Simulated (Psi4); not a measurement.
C4H7 (SMILES C=C([CH2-])C), charge -1, singlet, geometry from GFN2-xTB (a gas-phase anion, which may not be bound at this level). Base run: M06-2X/6-31G in Psi4.

Here is a job for Psi4.
```
memory 2 GB

molecule {
-1 1
C    -0.19024082    0.13060277    1.42330928
C    -0.00498966    0.11664803    0.05908609
H    -0.28744948    1.05632604    1.97577308
H    -0.20755370   -0.77968074    2.01169741
C     0.08676696    1.20492954   -0.78061181
H     0.17732246    1.09117949   -1.85501323
H    -0.03223483    2.21755638   -0.41733078
C     0.10356375   -1.24871026   -0.60034753
H     0.36600386   -2.02101005    0.12619141
H    -0.84814294   -1.53662037   -1.06173446
H     0.86145311   -1.24857125   -1.38819972
}

set {
  basis 6-31g
}

energy('m06-2x')
print_variables()
```

Variants of this job, named by their change:

| change | basis functions | E (Eh) | core-seconds (rough) |
|---|---|---|---|
| base | 50 | -156.43795 | 8 |
| basis = STO-3G | 27 | -154.51423 | 7 |
| basis = 3-21G | 50 | -155.61083 | 10 |
| basis = def2-SV(P) | 70 | -156.34993 | 10 |
| basis = cc-pVDZ | 91 | -156.49255 | 10 |
| basis = pcseg-1 | 91 | -156.46232 | 10 |
| basis = 6-31G** | 95 | -156.47929 | 10 |
| basis = 6-311G** | 114 | -156.53141 | 20 |
| basis = aug-pcseg-1 | 155 | -156.47773 | 40 |
| basis = def2-TZVP | 166 | -156.55843 | 30 |
| basis = pcseg-2 | 218 | -156.56655 | 50 |
| basis = cc-pVTZ | 218 | -156.55580 | 40 |
| basis = def2-TZVPP | 222 | -156.56162 | 40 |

Totals compare only among sets that treat the same electrons; sets with core potentials leave the core out.

A gas-phase anion may not be bound at this level; its values then depend on the basis.
